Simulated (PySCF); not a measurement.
Compound: ClFH4OSi2.
Cartesian coordinates in Å at the PBE0-D3(BJ)/def2-SVP level; atoms count from 1:
```xyz
9
ClFH4OSi2 angstrom
F      0.458    0.819    1.644
Si     0.594   -0.753    2.007
O      2.062   -1.289    1.487
Si     3.700   -1.241    1.676
Cl     4.179   -1.713    3.626
H     -0.454   -1.490    1.265
H      0.490   -0.883    3.481
H      4.211    0.125    1.398
H      4.298   -2.264    0.785
```

Level of theory: PBE0-D3(BJ)/def2-SVP geometry optimisation, gas phase in PySCF 2.14.0.

Masses are those of the commonest isotopes; rigid-rotor values at the optimised geometry. The values belong to one conformer with, in the numbering `[F:1][SiH2:2][O:3][SiH2:4][Cl:5]`, F1–Si2–O3–Si4 69°, Si2–O3–Si4–Cl5 55°.

**Question.** Give the principal moments of inertia and the rotational constants in MHz.

**Answer.** Ia = 95.31, Ib = 465.16, Ic = 496.15 u·Å²; 505379 MHz·u·Å²/I gives A = 5302, B = 1086, C = 1019 MHz.

**Question.** What kind of rotor is it?

**Answer.** A near-prolate asymmetric top. Ray's parameter κ = (2B − A − C)/(A − C) = -0.968; −1 is the prolate and +1 the oblate limit.

**Question.** What does the inertial defect say?

**Answer.** Not planar: Δ = Ic − Ia − Ib = -64.33 u·Å². For a rigid frame Δ = −2 Σ m c², so Σ m c² = 32.16 u·Å² lies off the ab plane: 5.67 from hydrogen and 26.49 from heavier atoms. The atom farthest from that plane is 1.63 Å away.

**Question.** Where do the levels up to J = 4 lie, in K?

**Answer.** Above 0(0,0), as E/k:
J = 1: 1(0,1) 0.101, 1(1,1) 0.303, 1(1,0) 0.307
J = 2: 2(0,2) 0.303, 2(1,2) 0.502, 2(1,1) 0.512, 2(2,1) 1.119, 2(2,0) 1.119
J = 3: 3(0,3) 0.606, 3(1,3) 0.800, 3(1,2) 0.820, 3(2,2) 1.422, 3(2,1) 1.422, 3(3,1) 2.442, 3(3,0) 2.442
J = 4: 4(0,4) 1.010, 4(1,4) 1.198, 4(1,3) 1.230, 4(2,3) 1.826, 4(2,2) 1.827, 4(3,2) 2.846, 4(3,1) 2.846, 4(4,1) 4.274, 4(4,0) 4.274
The levels of one J sum to (2J + 1)J(J + 1)(A + B + C)/3.

**Question.** Predict some low-J microwave lines.

**Answer.** The dipole components are |μa| = 0.02 D, |μb| = 0.47 D, |μc| = 0.79 D. Intensities carry the squares of the components, which stand as 0.00 : 0.36 : 1.00 (a : b : c). Some lines, for components of 0.1 D or more:

| type | branch | J(Ka,Kc) | MHz | lower level (cm⁻¹) |
| --- | --- | --- | --- | --- |
| b | R | 3(0,3) ← 2(1,2) | 2163 | 0.349 |
| c | Q | 3(1,3) ← 3(0,3) | 4050 | 0.421 |
| c | Q | 2(1,2) ← 2(0,2) | 4149 | 0.211 |
| c | Q | 1(1,1) ← 1(0,1) | 4216 | 0.070 |
| b | Q | 1(1,0) ← 1(0,1) | 4284 | 0.070 |
| b | Q | 3(1,2) ← 3(0,3) | 4457 | 0.421 |
| b | R | 1(1,1) ← 0(0,0) | 6321 | 0.000 |
| b | R | 2(1,2) ← 1(0,1) | 8358 | 0.070 |
| b | R | 3(1,3) ← 2(0,2) | 10362 | 0.211 |
| c | R | 3(1,2) ← 2(0,2) | 10769 | 0.211 |
| c | Q | 3(2,2) ← 3(1,2) | 12546 | 0.570 |
| c | Q | 2(2,1) ← 2(1,1) | 12648 | 0.356 |
| b | Q | 2(2,0) ← 2(1,1) | 12648 | 0.356 |
| b | Q | 2(2,1) ← 2(1,2) | 12851 | 0.349 |
| b | R | 2(2,1) ← 1(1,0) | 16926 | 0.213 |
| c | R | 2(2,0) ← 1(1,0) | 16926 | 0.213 |
| c | R | 2(2,1) ← 1(1,1) | 16993 | 0.211 |
| b | R | 2(2,0) ← 1(1,1) | 16994 | 0.211 |
| b | R | 3(2,2) ← 2(1,1) | 18963 | 0.356 |
| c | R | 3(2,1) ← 2(1,1) | 18967 | 0.356 |
| b | R | 3(2,1) ← 2(1,2) | 19170 | 0.349 |
| b | Q | 3(3,1) ← 3(2,2) | 21249 | 0.988 |
| b | R | 3(3,1) ← 2(2,0) | 27564 | 0.778 |
| c | R | 3(3,1) ← 2(2,1) | 27565 | 0.778 |
| b | R | 3(3,0) ← 2(2,1) | 27565 | 0.778 |

**Question.** Estimate the classical rotational partition function at 10 K, 25 K and 100 K.

**Answer.** Point group C1, symmetry number σ = 1; q = (√π/σ)·√((kT/h)³/(ABC)), k/h = 20836.6 MHz/K: 2200 at 10 K, 8700 at 25 K, 69600 at 100 K.

Not checked by PBE0-D3(BJ)/def2-SVP frequencies. Zero-point vibration and centrifugal distortion are left out. Quadrupole hyperfine structure (35Cl) is left out.
